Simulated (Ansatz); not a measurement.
```yaml
crystal:
  periodic: [false, false, false]
  atoms:
    - {symbol: N, position_ang: [-0.145567, 1.174434, -0.849780]}
    - {symbol: C, position_ang: [0.449492, 0.041531, -0.733072]}
    - {symbol: F, position_ang: [1.370181, -1.219917, 1.832129]}
    - {symbol: Al, position_ang: [-0.064868, -1.001830, 0.994327]}
    - {symbol: H, position_ang: [-0.055079, 1.801822, -1.641204]}
    - {symbol: H, position_ang: [-0.758858, 1.453501, -0.080811]}
    - {symbol: H, position_ang: [1.093950, -0.191981, -1.584575]}
    - {symbol: H, position_ang: [-0.811356, -2.326688, 0.503695]}
    - {symbol: H, position_ang: [-0.989294, 0.222928, 1.542192]}
basis:
  gaussian: {orbitals: STO-3G}
hamiltonian: {xc: {name: rPW86-PBE}}
accuracy: high
output: {forces: true}
```

```sh
$ ansatz run in.yaml --threads 2 --pin off --events-out ev --progress --plain --max-ram 4352MiB
```

It prints (some lines left out):

```
Functional definition: rPW86-PBE
576 factors; integrals over basis functions are off by at most 2.1e-8 eV
mean field evaluation 1: about -11782.6733 eV, gradient 2.5e1 eV
mean field evaluation 2: about -11709.0662 eV, gradient 1.3e2 eV
mean field evaluation 4: about -11785.0202 eV, gradient 6.1e0 eV
mean field evaluation 8: about -11785.1225 eV, gradient 3.2e-1 eV
mean field evaluation 16: about -11785.0284 eV, gradient 2.6e-4 eV
mean field -11785.02842969 eV, -433.0918066119 hartree, gradient 9.9e-8 eV, S^2 0.000000; 2 other end points of the search recorded, 0 dependent functions left out
reference -11785.02843870 eV, -433.0918069431 hartree; 20, 20 occupied and 9, 9 virtual orbitals, 576 factors
Total energy: -11785.02843870 eV, -433.0918069431 hartree
Atom 0 at    -0.145567     1.174434    -0.849780 Å, force    -0.472525     1.642230    -0.487347 eV/Å
Atom 1 at     0.449492     0.041531    -0.733072 Å, force     0.925760    -4.379075     1.955082 eV/Å
Atom 2 at     1.370181    -1.219917     1.832129 Å, force    -0.037314     0.007035    -0.084528 eV/Å
Atom 3 at    -0.064868    -1.001830     0.994327 Å, force    -1.108188     0.414190    -0.152652 eV/Å
Atom 4 at    -0.055079     1.801822    -1.641204 Å, force     0.065842     1.708207    -1.695618 eV/Å
Atom 5 at    -0.758858     1.453501    -0.080811 Å, force    -1.426538     0.526681     1.694671 eV/Å
Atom 6 at     1.093950    -0.191981    -1.584575 Å, force     0.696672    -0.054101    -0.965567 eV/Å
Atom 7 at    -0.811356    -2.326688     0.503695 Å, force     0.615176     1.098807     0.295554 eV/Å
Atom 8 at    -0.989294     0.222928     1.542192 Å, force     0.741115    -0.963975    -0.559595 eV/Å
Dipole moment:     0.030859     0.894074    -0.900698 e Å
```

It took 4 s on 2 threads of an Intel Xeon Platinum 8488C on a shared host, with 0.38 GiB of host memory at the peak.
